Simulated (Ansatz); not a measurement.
C2H2F3O2, charge +1, singlet, at a GFN2-xTB geometry. Base run: BLYP/3-21G (Ansatz, a first-principles code).

Here is a job for Ansatz.
Ansatz 0.2 input:
```yaml
crystal:
  periodic: [false, false, false]
  atoms:
    - {symbol: O, position_ang: [1.14390829, -0.50802838, 1.52591690]}
    - {symbol: C, position_ang: [0.76135096, -0.21517267, 0.48081884]}
    - {symbol: O, position_ang: [1.77957711, 0.01054888, -0.62397227]}
    - {symbol: C, position_ang: [-0.66318449, 0.09830059, -0.09799297]}
    - {symbol: F, position_ang: [-0.92633412, 1.37710508, 0.07663488]}
    - {symbol: F, position_ang: [-0.64995166, -0.16214470, -1.41006000]}
    - {symbol: F, position_ang: [-1.55601045, -0.65024898, 0.49505731]}
    - {symbol: H, position_ang: [2.70300355, -0.26866095, -0.40063945]}
    - {symbol: H, position_ang: [1.51078029, -0.13267302, -1.56656232]}
basis:
  gaussian:
    orbitals: 3-21G.json
hamiltonian:
  xc: blyp
total_charge: 1
```
The basis file holds 3-21G in the JSON format of the Basis Set Exchange.

The base run was repeated with changes; each row names its change, and settings that it needs were set with it.

```csv
change,basis functions,E (Eh)
base,67,-524.08409
basis = STO-3G,37,-519.53934
basis = pcseg-0,67,-525.47347
basis = def2-SV(P),102,-526.57035
basis = def2-SVP,108,-526.58754
basis = cc-pVDZ,108,-527.01093
basis = 6-31G**,115,-526.97729
basis = 6-311G**,138,-527.14193
basis = 6-311++G**,168,-527.15471
"basis = 6-311+G(2d,p)",201,-527.16748
basis = def2-TZVP,229,-527.22078
basis = pcseg-2,238,-527.22071
basis = cc-pVTZ,238,-527.19574
```

Totals compare only among sets that treat the same electrons; sets with core potentials leave the core out.
